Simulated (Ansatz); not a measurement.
```yaml
crystal:
  periodic: [false, false, false]
  atoms:
    - {symbol: C, position_ang: [0.424136, 2.460364, -0.553323]}
    - {symbol: N, position_ang: [0.276051, 1.404127, 0.545912]}
    - {symbol: C, position_ang: [0.869110, 1.755759, 1.803442]}
    - {symbol: Ti, position_ang: [-0.737992, -0.061539, 0.325501]}
    - {symbol: C, position_ang: [-1.948085, 0.199738, -1.260897]}
    - {symbol: C, position_ang: [-1.744565, -0.503288, 1.837946]}
    - {symbol: C, position_ang: [0.445982, -2.096086, 1.050320]}
    - {symbol: C, position_ang: [-0.489343, -2.600864, -0.001920]}
    - {symbol: C, position_ang: [-0.117006, -2.052196, -1.278520]}
    - {symbol: C, position_ang: [1.086030, -1.282586, -1.051158]}
    - {symbol: C, position_ang: [1.861819, -0.450792, -1.895406]}
    - {symbol: C, position_ang: [1.418765, -1.397346, 0.411968]}
    - {symbol: H, position_ang: [1.413620, 2.649665, -0.575311]}
    - {symbol: H, position_ang: [0.172180, 3.410086, -0.210252]}
    - {symbol: H, position_ang: [-0.197146, 2.269086, -1.363009]}
    - {symbol: H, position_ang: [0.664472, 0.942452, 2.465265]}
    - {symbol: H, position_ang: [2.136103, 1.651106, 1.599956]}
    - {symbol: H, position_ang: [0.548200, 2.584117, 2.168192]}
    - {symbol: H, position_ang: [-1.475381, 0.428887, -2.269640]}
    - {symbol: H, position_ang: [-2.371538, 1.114765, -1.088177]}
    - {symbol: H, position_ang: [-2.742094, -0.491851, -1.425924]}
    - {symbol: H, position_ang: [-1.365630, -0.259684, 2.789687]}
    - {symbol: H, position_ang: [-2.742155, 0.505133, 1.710248]}
    - {symbol: H, position_ang: [-2.450399, -1.277034, 1.947821]}
    - {symbol: H, position_ang: [0.344571, -2.413994, 2.029002]}
    - {symbol: H, position_ang: [-1.279203, -3.081994, 0.215407]}
    - {symbol: H, position_ang: [-0.507240, -2.061095, -2.246093]}
    - {symbol: H, position_ang: [2.524795, 0.212867, -1.558809]}
    - {symbol: H, position_ang: [1.173453, 0.033547, -2.675157]}
    - {symbol: H, position_ang: [2.580416, -1.299017, -2.662084]}
    - {symbol: H, position_ang: [2.146769, -0.696521, 0.865821]}
basis:
  gaussian: {orbitals: def2-mTZVPP}
hamiltonian: {xc: {name: PBE0}, dispersion: d4}
accuracy: high
```

```sh
$ ansatz run in.yaml --threads 11 --pin off --events-out ev --progress --plain --max-ram 166912MiB --backend cuda --devices 0, --max-vram 75GiB
```

Shortened log:

```
Functional definition: PBE0
7859 factors; integrals over basis functions are off by at most 1.6e-7 eV
mean field evaluation 1: about -35233.3144 eV, gradient 1.1e2 eV
mean field evaluation 2: about -35102.3341 eV, gradient 3.2e2 eV
mean field evaluation 4: about -35256.4111 eV, gradient 6.0e1 eV
mean field evaluation 8: about -35262.8661 eV, gradient 1.6e0 eV
mean field evaluation 16: about -35263.5526 eV, gradient 3.4e-3 eV
mean field evaluation 32: about -35263.5526 eV, gradient 3.7e-8 eV
mean field -35263.55256976 eV, -1295.9116544441 hartree, gradient 3.7e-8 eV, S^2 0.000000; 0 other end points of the search recorded, 0 dependent functions left out
reference -35263.55257487 eV, -1295.9116546322 hartree; 54, 54 occupied and 288, 288 virtual orbitals, 7859 factors
Total energy: -35264.43536857 eV, -1295.9440967023 hartree
```

It took 6.5 s on 11 threads of an AMD EPYC 7R13 on a shared host and a whole NVIDIA H100 80 GB, with 2.2 GiB of host memory at the peak.
